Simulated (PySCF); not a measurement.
C₂H₅ClOSi₂, SMILES O[SiH2]C#C[SiH2]Cl.

Geometry optimised at B3LYP-D3(BJ)/def2-SVP. This is a generated structure with no PubChem entry under its InChIKey; it may be hypothetical. Other conformers were not sampled.

Level of theory: SMD-ωB97X/6-31G* in PySCF.

Solvation free energies are E(SMD) − E(gas) at the gas-phase geometry, for 1 M in both phases. In vacuum the dipole moment is 0.50 D.

**Question.** Rank water, acetonitrile, cyclohexanone by solvation free energy, most negative first.

**Answer.** acetonitrile (-4.5 kcal/mol), cyclohexanone (-3.5 kcal/mol), water (-2.2 kcal/mol)
